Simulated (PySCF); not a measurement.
# Unknown compound

An unknown has the formula C$_{6}$H$_{10}$Cl$_{2}$Si. Its calculated NMR data are:

$^{1}$H NMR (600 MHz, computed): δ 5.88 (m, 1H), 5.37 (m, 1H), 5.08 (m, 1H), 2.09 (m, 2H), 1.42 (m, 2H), 1.10 (t, 3H).

$^{13}$C{$^{1}$H} NMR (computed): δ 224.0 (C), 96.1 (CH), 85.1 (CH), 37.0 (CH2), 29.6 (CH2), 17.0 (CH3).

PySCF calculation with shieldings: GIAO PBE0/pcSseg-1 and structure optimised with GFN2-xTB; averaged over atoms made equivalent by symmetry, fast rotation or ring inversion, no solvent, non-relativistic, a single conformation.

Referencing at the same level of theory: $^{1}$H and $^{13}$C vs TMS.

**Question.** Deduce the structure.

**Answer.** 
Rings plus π bonds: 2 (no ring in the answer). 6 carbon signals for 6 carbons: no two carbons are equivalent. Carbon types of the structure: 1 × C, 2 × CH, 2 × CH2, 1 × CH3, leaving 1 H on heteroatoms. δC 224.0: central carbon of an allene; the central sp carbon of an allene is among the most deshielded carbons of hydrocarbons. δC 96.1, 85.1: terminal carbon of a cumulated C=C=C unit. δC 37.0: allylic sp3 CH2; aliphatic region, no heteroatom directly attached. δC 29.6: sp3 CH2; aliphatic region, no heteroatom directly attached. δC 17.0: methyl carbon; saturated and bonded to C and H only. δH 2.09: hydrogen on an allylic sp3 CH2; allylic position. δH 1.10: hydrogen on a methyl carbon; far from electronegative atoms and π systems.

Structure: `Cl[SiH](C=C=CCCC)Cl`.

The data come from this structure; uniqueness wasn't tested.

Shifts are as computed. Against solution values, carbons near 30 ppm lie about +3 ppm off and those near 130 ppm about +5 ppm. Of 1211 compounds with measured shifts, 218 miss one by over three times the rms of a fit or turn the order of signals round; such compounds aren't used in these exercises. No couplings were computed; multiplicities are counted from neighbouring protons, with m where these are inequivalent, close in shift, in a saturated or five-membered ring or joined by F or P, and br s for small geminal =CH2 splittings.
